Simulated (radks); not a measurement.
Q: The mean radii <r> (bohr) of the occupied orbitals of an atom or ion are listed with their occupations. Method: Dirac Kohn-Sham, BLYP, spin-unpolarised, spherical densities, finite nucleus; Fermi nuclear charge, rms radius of each element as measured or else 0.836 A^(1/3) + 0.57 fm; computed with a radial shooting solver on a logarithmic mesh with Libxc functionals.

orbital  occ.      <r>
1s1/2       2  0.04860
2s1/2       2   0.2176
2p1/2       2   0.1883
2p3/2       4   0.1918
3s1/2       2   0.6519
3p1/2       2   0.6718
3p3/2       4   0.6826
3d3/2       4   0.7957
3d5/2       6   0.8015
4s1/2       1    2.077

Name the element and its charge. Open shells, if any, fill j = l - 1/2 first.

A: Z = 31, gallium, charge +2: Ga2+ in [Ar] 3d10 4s1. The 1s radius gives Z: for a bare nucleus <r> = (2 gamma + 1)/(2Z) with gamma = sqrt(1 - (Z/c)^2), 0.04755 bohr for Z = 31, and screening makes it slightly larger (0.04860 here). The occupations add up to 29, and the charge is Z minus that.
